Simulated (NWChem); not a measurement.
Program: NWChem. System: I2, charge 0, spin multiplicity 1, displaced from the optimised geometry. Level: B3LYP/def2-SVP with def2 effective core potentials on I, VWN1-RPA local correlation, spin-restricted.

The NWChem input:

```
start mol
memory heap 200 mb stack 900 mb global 1100 mb
geometry units angstroms nocenter noautoz noautosym
  I      0.000000     0.000000     1.609464
  I      0.000000     0.000000    -1.341220
end
basis spherical
  * library def2-svp
end
ecp
  I library def2-ecp
end
dft
  xc b3lyp
  semidirect memsize 60000000 filesize 0
  iterations 100
end
task dft energy
```

Part of the output:

```
             Northwest Computational Chemistry Package (NWChem) 7.3.0
             --------------------------------------------------------

                                NWChem Input Module
                                -------------------

 Scaling coordinates for geometry "geometry" by  1.889725989
 (inverse scale =  0.529177249)

                             Geometry "geometry" -> ""
                             -------------------------

 Output coordinates in angstroms (scale by  1.889725989 to convert to a.u.)

  No.       Tag          Charge          X              Y              Z
 ---- ---------------- ---------- -------------- -------------- --------------
    1 I                   53.0000     0.00000000     0.00000000     1.60946400
    2 I                   53.0000     0.00000000     0.00000000    -1.34122000

 Effective nuclear repulsion energy (a.u.)     503.7675645512

            Nuclear Dipole moment (a.u.)
            ----------------------------
        X                 Y               Z
 ---------------- ---------------- ----------------
     0.0000000000     0.0000000000    26.8661058783


 Summary of "ao basis" -> "" (spherical)
 ------------------------------------------------------------------------------
       Tag                 Description            Shells   Functions and Types
 ---------------- ------------------------------  ------  ---------------------
 *                          def2-svp                  on all atoms

                                 NWChem DFT Module
                                 -----------------

 Summary of "ao basis" -> "ao basis" (spherical)
 ------------------------------------------------------------------------------
       Tag                 Description            Shells   Functions and Types
 ---------------- ------------------------------  ------  ---------------------
 I                          def2-svp                10       26   4s4p2d

 Summary of "ao basis" -> "ao basis" (spherical)
 ------------------------------------------------------------------------------
       Tag                 Description            Shells   Functions and Types
 ---------------- ------------------------------  ------  ---------------------
 I                          def2-svp                10       26   4s4p2d

            General Information
            -------------------
          SCF calculation type: DFT
          Wavefunction type:  closed shell.
          No. of atoms     :     2
          No. of electrons :    50
           Alpha electrons :    25
            Beta electrons :    25
          Charge           :     0
          Spin multiplicity:     1
          Use of symmetry is: off; symmetry adaption is: off
          Maximum number of iterations: 100
          AO basis - number of functions:    52
                     number of shells:    20
          Convergence on energy requested:  1.00D-06
          Convergence on density requested:  1.00D-05
          Convergence on gradient requested:  5.00D-04

              XC Information
              --------------
                         B3LYP Method XC Potential
                     Hartree-Fock (Exact) Exchange  0.200
                        Slater Exchange Functional  0.800 local
                    Becke 1988 Exchange Functional  0.720 non-local
              Lee-Yang-Parr Correlation Functional  0.810
                  VWN I RPA Correlation Functional  0.190 local

             Grid Information
             ----------------
[...]
     calls:        1         0         0         0         0
   data(b): 5.24e+05  0.00e+00  0.00e+00  0.00e+00
   time(s): 0.00e+00  0.00e+00  0.00e+00  0.00e+00  0.00e+00
rate(mb/s): 0.00e+00  0.00e+00
------------------------------------------------------------

   convergence    iter        energy       DeltaE   RMS-Dens  Diis-err    time
 ---------------- ----- ----------------- --------- --------- ---------  ------
 d= 0,ls=0.0,diis     1   -595.5779931508 -7.08D+02  1.60D-02  1.26D-01     0.5
 d= 0,ls=0.0,diis     2   -595.5891336942 -1.11D-02  5.22D-03  2.99D-02     0.6
 d= 0,ls=0.0,diis     3   -595.5932963545 -4.16D-03  1.39D-03  6.38D-03     0.7
 d= 0,ls=0.0,diis     4   -595.5942748449 -9.78D-04  2.31D-04  7.05D-05     0.8
 d= 0,ls=0.0,diis     5   -595.5942835858 -8.74D-06  3.00D-05  3.20D-06     1.0
 d= 0,ls=0.0,diis     6   -595.5942840283 -4.42D-07  5.11D-06  8.49D-09     1.1

         Total DFT energy =     -595.594284028306
      One electron energy =    -1259.062245599639
           Coulomb energy =      595.985429579310
    Exchange-Corr. energy =      -44.605302769277
 Nuclear repulsion energy =      112.087834761300

 Numeric. integr. density =       49.999999921734

     Total iterative time =      0.9s

                       DFT Final Molecular Orbital Analysis
                       ------------------------------------

 Vector   23  Occ=2.000000D+00  E=-3.080875D-01
              MO Center=  3.0D-09,  5.8D-09,  1.3D-01, r^2= 3.9D+00
   Bfn.  Coefficient  Atom+Function         Bfn.  Coefficient  Atom+Function
  ----- ------------  ---------------      ----- ------------  ---------------
    12      0.403919  1 I  py                38      0.403669  2 I  py
    15      0.347266  1 I  py                41      0.347063  2 I  py
     9     -0.163744  1 I  py                35     -0.163645  2 I  py
    11      0.137074  1 I  px                37      0.136989  2 I  px
     6     -0.132535  1 I  py                32     -0.132456  2 I  py

 Vector   24  Occ=2.000000D+00  E=-2.682798D-01
              MO Center= -3.0D-08,  2.1D-08,  1.3D-01, r^2= 4.3D+00
   Bfn.  Coefficient  Atom+Function         Bfn.  Coefficient  Atom+Function
  ----- ------------  ---------------      ----- ------------  ---------------
    11      0.375316  1 I  px                37     -0.375496  2 I  px
    14      0.329035  1 I  px                40     -0.329209  2 I  px
    12     -0.266641  1 I  py                38      0.266769  2 I  py
    15     -0.233761  1 I  py                41      0.233885  2 I  py
     8     -0.149988  1 I  px                34      0.150064  2 I  px

 Vector   25  Occ=2.000000D+00  E=-2.682798D-01
              MO Center= -1.7D-09, -4.1D-09,  1.3D-01, r^2= 4.3D+00
   Bfn.  Coefficient  Atom+Function         Bfn.  Coefficient  Atom+Function
  ----- ------------  ---------------      ----- ------------  ---------------
    12      0.375316  1 I  py                38     -0.375496  2 I  py
    15      0.329035  1 I  py                41     -0.329209  2 I  py
    11      0.266641  1 I  px                37     -0.266769  2 I  px
    14      0.233761  1 I  px                40     -0.233885  2 I  px
     9     -0.149988  1 I  py                35      0.150064  2 I  py

 Vector   26  Occ=0.000000D+00  E=-1.811369D-01
              MO Center=  4.3D-12, -1.3D-10,  1.3D-01, r^2= 4.8D+00
   Bfn.  Coefficient  Atom+Function         Bfn.  Coefficient  Atom+Function
  ----- ------------  ---------------      ----- ------------  ---------------
    16      0.520434  1 I  pz                42      0.520473  2 I  pz
    13      0.476394  1 I  pz                39      0.476427  2 I  pz
    10     -0.190445  1 I  pz                36     -0.190460  2 I  pz
     3     -0.164895  1 I  s                 29      0.164858  2 I  s
     7     -0.153245  1 I  pz                33     -0.153258  2 I  pz

 Vector   27  Occ=0.000000D+00  E= 2.245694D-01
              MO Center= -1.0D-08,  3.2D-09,  1.3D-01, r^2= 6.3D+00
   Bfn.  Coefficient  Atom+Function         Bfn.  Coefficient  Atom+Function
  ----- ------------  ---------------      ----- ------------  ---------------
     3      1.636045  1 I  s                 29      1.635590  2 I  s
     4     -1.372470  1 I  s                 30     -1.372045  2 I  s
     2     -0.308864  1 I  s                 28     -0.308784  2 I  s
     1     -0.250060  1 I  s                 27     -0.249998  2 I  s
    16     -0.200404  1 I  pz                42      0.200299  2 I  pz

 Vector   28  Occ=0.000000D+00  E= 2.825997D-01
              MO Center= -3.4D-08,  2.3D-08,  1.3D-01, r^2= 7.3D+00
   Bfn.  Coefficient  Atom+Function         Bfn.  Coefficient  Atom+Function
  ----- ------------  ---------------      ----- ------------  ---------------
     3      1.468626  1 I  s                 29     -1.469089  2 I  s
     4     -1.332479  1 I  s                 30      1.332848  2 I  s
    13      0.499427  1 I  pz                39      0.499521  2 I  pz
    16     -0.359949  1 I  pz                42     -0.360097  2 I  pz
     2     -0.262672  1 I  s                 28      0.262764  2 I  s

 center of mass
 --------------
 x =   0.00000000 y =   0.00000000 z =   0.25345383

 moments of inertia (a.u.)
 ------------------
        1972.768253060648           0.000000000000           0.000000000000
           0.000000000000        1972.768253060648           0.000000000000
           0.000000000000           0.000000000000           0.000000000000

     Multipole analysis of the density
     ---------------------------------

     L   x y z        total         alpha         beta         nuclear
     -   - - -        -----         -----         ----         -------
     0   0 0 0     -0.000000    -25.000000    -25.000000     50.000000

     1   1 0 0      0.000000      0.000000      0.000000      0.000000
     1   0 1 0     -0.000000     -0.000000     -0.000000      0.000000
     1   0 0 1     -0.000676     -6.336684     -6.336684     12.672691

     2   2 0 0    -40.821125    -20.410562    -20.410562      0.000000
     2   1 1 0      0.000000      0.000000      0.000000      0.000000
     2   1 0 1      0.000000      0.000000      0.000000      0.000000
     2   0 2 0    -40.821125    -20.410562    -20.410562      0.000000
     2   0 1 1     -0.000000     -0.000000     -0.000000      0.000000
     2   0 0 2    -34.206805   -213.031875   -213.031875    391.856945

 Task  times  cpu:        1.1s     wall:        1.1s

 Total times  cpu:        1.1s     wall:        1.1s
```
